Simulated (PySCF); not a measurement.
C2H5BeCl, SMILES C[CH2][Be][Cl].

The structure is a stationary point at TPSSh-D3(BJ)/def2-SVP. Other conformers were not sampled.

The numbers are results of TDDFT-B3LYP/def2-SVPD in PySCF, not measurements.

Vertical excitations. The molecule is in vacuum. State labels are in the subgroup Cs.

| state | symmetry | energy (eV) | λ (nm) | f | main pairs |
|---|---|---|---|---|---|
| S1 | A' | 6.51 | 190 | 0.021 | HOMO→LUMO 98 % |
| S2 | A" | 6.71 | 185 | 0.017 | HOMO→LUMO+1 98 % |
| S3 | A' | 6.89 | 180 | 0.062 | HOMO→LUMO+2 96 % |
| S4 | A" | 7.55 | 164 | 0.000 | HOMO−1→LUMO 93 % |
| S5 | A' | 7.64 | 162 | 0.003 | HOMO−2→LUMO 55 %, HOMO−1→LUMO+1 40 % |
| S6 | A" | 7.71 | 161 | 0.000 | HOMO−2→LUMO+1 97 % |
| S7 | A' | 7.81 | 159 | 0.008 | HOMO→LUMO+3 94 % |
| S8 | A" | 7.92 | 156 | 0.042 | HOMO−1→LUMO+2 90 % |
| S9 | A' | 7.96 | 156 | 0.054 | HOMO−2→LUMO+2 90 % |
| S10 | A" | 8.01 | 155 | 0.000 | HOMO−3→LUMO 95 % |
| T1 | A' | 5.96 | 208 | 0 | HOMO→LUMO 94 % |
| T2 | A" | 6.12 | 203 | 0 | HOMO→LUMO+1 94 % |
| T3 | A' | 6.49 | 191 | 0 | HOMO→LUMO+2 94 % |
| T4 | A' | 7.20 | 172 | 0 | HOMO−2→LUMO 70 %, HOMO−1→LUMO+1 20 % |
Triplets are in the Tamm–Dancoff approximation, which puts them higher than full response would, so one can lie above its singlet here.
